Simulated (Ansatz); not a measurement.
Input for Ansatz (a quantum-chemistry and plane-wave program): R-CCSD(T)/cc-pVTZ on CH6Ge (SMILES [CH3][GeH3]), atoms moved off the minimum. The run froze 15 orbitals, filled d shells among them.

Ansatz 0.2 input:
```yaml
crystal:
  periodic: [false, false, false]
  atoms:
    - {symbol: Ge, position_ang: [-0.39660731, 0.07142116, 0.00651250]}
    - {symbol: C, position_ang: [1.55639863, -0.11323973, -0.14745493]}
    - {symbol: H, position_ang: [-1.00551466, -0.89398918, -1.25397082]}
    - {symbol: H, position_ang: [-0.79348798, 1.68333133, -0.21836825]}
    - {symbol: H, position_ang: [-0.95722408, -0.29068957, 1.28971782]}
    - {symbol: H, position_ang: [1.76078974, -1.27489114, 0.04161317]}
    - {symbol: H, position_ang: [1.98158847, 0.45152194, 0.82640507]}
    - {symbol: H, position_ang: [2.07469199, 0.14520402, -0.93921671]}
basis:
  gaussian:
    orbitals: cc-pVTZ
magnetization: {spin_polarized: false}
correlation: {method: ccsd_t, electrons: outside_noble_gas}
scf: {lower_state_search: off}
output: {forces: true}
```

The log:

```
WARN ansatz: RAYON_NUM_THREADS=1 ignored (pool sized by the plan → 1); use --threads N
Functional definition: HF
these checks for a lower state are left out or cut short: starts, cluster_reference, orbital_swaps, neighbouring_geometries, increment
integrals: 0.40 GiB planned
898 factors; integrals over basis functions are off by at most 8.8e-4 eV
mean field: 0.40 GiB planned
mean field evaluation 1: about -57597.5319 eV, gradient 2.4e1 eV
mean field evaluation 2: about -57597.5737 eV, gradient 2.4e1 eV
mean field evaluation 4: about -57599.2225 eV, gradient 2.4e0 eV
mean field evaluation 8: about -57599.2466 eV, gradient 3.0e-4 eV
mean field -57599.24663819 eV, -2116.7332717819 hartree, gradient 2.8e-6 eV, S^2 0.000000; 0 other end points of the search recorded, 0 dependent functions left out
15 core orbitals not correlated
reference -57599.24663819 eV, -2116.7332717819 hartree; 7, 7 occupied and 135, 135 virtual orbitals, 898 factors
too little memory for Intel AMX tiles; the run may be slower
densities: 1.54 GiB planned
second order -8.59039204 eV of doubles, -0.00000000 eV of singles
coupled cluster: 0.89 GiB planned
cycle   1  -9.31248599 eV  change   -7.2e-1 eV  update   6.9e-2
cycle   2  -9.62948345 eV  change   -3.2e-1 eV  update   2.3e-2
cycle   3  -9.66109156 eV  change   -3.2e-2 eV  update   7.1e-3
cycle   4  -9.65978155 eV  change    1.3e-3 eV  update   2.1e-3
cycle   5  -9.65954073 eV  change    2.4e-4 eV  update   5.4e-4
cycle   6  -9.65944810 eV  change    9.3e-5 eV  update   1.7e-4
cycle   7  -9.65944546 eV  change    2.6e-6 eV  update   5.0e-5
cycle   8  -9.65945516 eV  change   -9.7e-6 eV  update   1.6e-5
cycle   9  -9.65945220 eV  change    3.0e-6 eV  update   4.8e-6
perturbative correction -0.32020940 eV, -0.0117674783 hartree
the calculation of the forces begins
Total energy: -57609.22629979 eV, -2117.1000175811 hartree
Atom 0 at    -0.396607     0.071421     0.006513 Å, force    -0.008388     1.346994    -4.005630 eV/Å
Atom 1 at     1.556399    -0.113240    -0.147455 Å, force    -1.280585    -2.876209     7.338043 eV/Å
Atom 2 at    -1.005515    -0.893989    -1.253971 Å, force     0.369642     1.111649     1.436763 eV/Å
Atom 3 at    -0.793488     1.683331    -0.218368 Å, force     0.258302    -1.571435     0.086139 eV/Å
Atom 4 at    -0.957224    -0.290690     1.289718 Å, force    -0.573639    -0.713114     1.759192 eV/Å
Atom 5 at     1.760790    -1.274891     0.041613 Å, force    -0.267978     2.371200    -0.290231 eV/Å
Atom 6 at     1.981588     0.451522     0.826405 Å, force    -0.635625    -1.266619    -2.187216 eV/Å
Atom 7 at     2.074692     0.145204    -0.939217 Å, force     2.138271     1.597534    -4.137060 eV/Å
Dipole moment:     0.134743    -0.058770     0.103293 e Å
Checks for a lower state left out: starts, cluster_reference, orbital_swaps, neighbouring_geometries, increment
```

Self-consistency was reached.

Cost: roughly 80 core-seconds.
